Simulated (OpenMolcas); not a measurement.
W4+: moving or changing the point charges

W4+ among 6 point charges of -1.7 e arranged as a tetragonal octahedron (D4h), 2.05 Å from the ion, with the axial distance 2.316 Å.
```
   2.0500    0.0000    0.0000  -1.70
   0.0000    2.0500    0.0000  -1.70
  -2.0500    0.0000    0.0000  -1.70
   0.0000   -2.0500    0.0000  -1.70
   0.0000    0.0000    2.3165  -1.70
   0.0000    0.0000   -2.3165  -1.70
```

* Program: OpenMolcas 26.06
* Method: SS-CASPT2, IPEA 0.25 Eh, imaginary shift 0.1 Eh (closed shells correlated: 4f 5s 5p)
* Basis: ANO-RCC-VTZP [8s7p5d3f2g1h]
* Scalar Hamiltonian: DKH2, point nucleus
* Active space: 2 electrons in 5 orbitals (5d)
* State averaging: 2S+1 = 3 even, 10 roots; 2S+1 = 1 even, 15 roots
* Spin-orbit coupling: state interaction with AMFI integrals over the reference wave functions

Runs around this geometry, states (labels of D4, the rotations of D4h). Energies in cm-1 above the lowest state or level, χT in cm3 K/mol.

```csv
R (Å),q (e),Axial / equatorial distance,Ground state,First state of that spin,First gap with spin-orbit (degeneracies),χT at 300 K,First state of another spin
2.05,-1.7,1.04,3A2,3E 910,"540 (1, 1)",0.054,1B2 9130
2.05,-1.1,1.13,3A2,3E 1260,"920 (1, 1)",0.073,1B2 8350
2.05,-1.7,1.13,3A2,3E 2430,"1210 (1, 2)",0.044,1B2 8540
2.28,-1.7,1.13,3A2,3E 1450,"1120 (1, 1)",0.072,1B2 8210
```

Taking the first state of the same spin as R^-n, n = -ln(1450 / 2430) / ln(2.28 / 2.05) = 4.9 between the shortest and longest distance.

Scaling the charges by -1.1 / -1.7 = 0.65 scales the first state of the same spin by 1260 / 2430 = 0.52; with fixed orbitals a first-order splitting would follow the charge.

Free-ion shares, where given, are those of the reference states; single-state CASPT2 does not remix them. Spin-orbit coupling mixes the spin-free states strongly: the lowest level takes only 58 % from its leading state, 3A2 (figures for R = 2.05, q = -1.7, ratio = 1.04; the like holds for R = 2.05, q = -1.1, ratio = 1.13, R = 2.05, q = -1.7, ratio = 1.13, R = 2.28, q = -1.7, ratio = 1.13). This is an electrostatic model: the charges have no orbitals. No measured value stands beside these numbers.
